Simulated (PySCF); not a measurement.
One of the candidates below gave these computed data.

All candidates are C5H14N2Si.

* 13C NMR: chemical shifts (computed TMS as zero) by class: 67.1 (1 C), 61.8 (1 C), 49.6 (1 C), 38.4 (1 C), 36.0 (1 C) ppm [GIAO PBE0/pcSseg-1]
* 1H NMR: chemical shifts (computed TMS as zero) by class: 4.74 (3 H), 3.34 (1 H), 3.28 (1 H), 3.08 (1 H), 2.95 (1 H), 2.59 (3 H), 2.56 (1 H), 2.34 (1 H), 1.03 (1 H), -0.58 (1 H) ppm [GIAO PBE0/pcSseg-1]
* NMR, other nuclei: isotropic shieldings of nuclei other than C and H, by class: 211 (1 N), 244 (1 N), 405 (1 Si) ppm [GIAO PBE0/pcSseg-1]
* Dipole: 1.52 D [PBE0/pcSseg-1]
* Rotational structure: rotational constants A, B, C: 4.458, 0.839, 0.765 GHz [GFN2-xTB]

The electronic properties come from PySCF, for the isolated species, density fitting. Levels stand in brackets. The structure is a single GFN2-xTB conformer in the gas phase; no vibrational or solvent corrections. GFN2-xTB frequencies show an imaginary mode (78i cm⁻¹), so this geometry is no minimum at that level. Each NMR value is the plain mean over a class of atoms that symmetry, rotation or inversion makes alike.

Problem. Which candidate is it?
A. `[H]/N=C/[C@@](C)(NC)[SiH2]C`
B. `C=CN([SiH3])[C@@H](C)CN`
C. `CN[C@H]1CCN([SiH3])C1`
D. `C=C([SiH2]N)N(C)CC`
E. `C=CCN(N)[SiH](C)C`

Solution. C. It is `CN[C@H]1CCN([SiH3])C1`. Numbering: `[CH3:1][NH:2][C@H:3]1[CH2:4][CH2:5][N:6]([SiH3:7])[CH2:8]1`. Its formula, C5H14N2Si, gives 1 degree of unsaturation: 1 ring and 0 π bonds in the structure found. 5 carbons fall into 5 classes; from least to most shielded: ring sp3 carbon bound to nitrogen [C3] (67.1 ppm), ring sp3 carbon bound to nitrogen [C8] (61.8 ppm), ring sp3 carbon bound to nitrogen [C5] (49.6 ppm), N-methyl carbon [C1] (38.4 ppm), ring CH2 carbon [C4] (36.0 ppm). Hydrogen classes from least to most shielded: 3 H on an SiH3 silicon, Si7 (4.74 ppm), 1 H on an sp3 carbon bound to nitrogen, C8 (3.34 ppm), 1 H on an sp3 carbon bound to nitrogen, C5 (3.28 ppm), 1 H on an sp3 carbon bound to nitrogen, C5 (3.08 ppm), 1 H on an sp3 carbon bound to nitrogen, C3 (2.95 ppm), 3 H on an N-methyl carbon, C1 (2.59 ppm, a mean of values up to 0.5 ppm apart in this geometry), 1 H on an sp3 carbon bound to nitrogen, C8 (2.56 ppm), 1 H on a ring CH2 carbon, C4 (2.34 ppm), 1 H on a ring CH2 carbon, C4 (1.03 ppm), 1 H on a secondary amine nitrogen, N2 (-0.58 ppm). The other shieldings belong to: 211 ppm, secondary amine nitrogen [N2]; 244 ppm, silicon-bound nitrogen [N6]; 405 ppm, SiH3 silicon [Si7]. The optimised geometry has point group C1 and is an asymmetric top.

The others, at the same levels:
- `[H]/N=C/[C@@](C)(NC)[SiH2]C` fails: its computed 13C shifts are 180.8 (1 C), 56.7 (1 C), 32.2 (1 C), 16.3 (1 C), -9.1 (1 C) ppm, 1H shifts are 10.43 (1 H), 8.38 (1 H), 4.17 (1 H), 3.55 (1 H), 2.65 (1 H), 2.40 (3 H), 1.33 (3 H), 0.32 (3 H) ppm and rotational constant A is 2.106 GHz (against 4.458 GHz).
- `C=CCN(N)[SiH](C)C` fails: it has 4 carbon classes against 5; its computed 13C shifts are 149.0 (1 C), 117.7 (1 C), 61.4 (1 C), -1.9 (2 C) ppm, 1H shifts are 6.71 (1 H), 5.16 (1 H), 5.14 (1 H), 5.10 (1 H), 3.35 (2 H), 3.03 (2 H), 0.14 (6 H) ppm and rotational constant A is 2.163 GHz (against 4.458 GHz).
- `C=C([SiH2]N)N(C)CC` fails: its computed 13C shifts are 156.4 (1 C), 97.2 (1 C), 52.3 (1 C), 36.8 (1 C), 17.3 (1 C) ppm, 1H shifts are 5.14 (2 H), 4.28 (1 H), 4.27 (1 H), 3.22 (2 H), 2.62 (3 H), 1.30 (3 H), 0.02 (2 H) ppm and rotational constant A is 1.955 GHz (against 4.458 GHz).
- `C=CN([SiH3])[C@@H](C)CN` fails: its computed 13C shifts are 142.9 (1 C), 90.5 (1 C), 62.3 (1 C), 52.3 (1 C), 21.5 (1 C) ppm, 1H shifts are 6.50 (1 H), 4.77 (3 H), 4.25 (1 H), 4.08 (1 H), 3.20 (1 H), 3.19 (1 H), 2.60 (1 H), 1.17 (3 H), 0.62 (2 H) ppm and rotational constant A is 1.882 GHz (against 4.458 GHz).

Each candidate is one conformer, not necessarily the lowest. The conformers computed, where there is a choice (atom-mapped SMILES and torsion angles):
- `[H]/[N:6]=[CH:5]/[C@:3]([NH:2][CH3:1])([CH3:4])[SiH2:7][CH3:8]`: C1–N2–C3–C4 47°, N2–C3–C5–N6 -15°, N2–C3–Si7–C8 -61°
- `[CH2:1]=[CH:2][CH2:3][N:4]([NH2:5])[SiH:6]([CH3:7])[CH3:8]`: C1–C2–C3–N4 -121°, C2–C3–N4–N5 -79°, C3–N4–Si6–C7 -145°, H–N5–N4–C3 -112°, H–N5–N4–C3 130°
- `[CH2:1]=[C:2]([SiH2:3][NH2:4])[N:5]([CH3:6])[CH2:7][CH3:8]`: C1–C2–Si3–N4 131°, C1–C2–N5–C6 0°, C2–N5–C7–C8 123°, H–N4–Si3–C2 -48°, H–N4–Si3–C2 178°
- `[CH2:1]=[CH:2][N:3]([SiH3:4])[C@@H:5]([CH3:6])[CH2:7][NH2:8]`: C1–C2–N3–Si4 7°, C2–N3–C5–C6 -62°, N3–C5–C7–N8 66°, H–N8–C7–C5 -58°, H–N8–C7–C5 -177°

The conformers of `CN[C@H]1CCN([SiH3])C1` aren't listed.
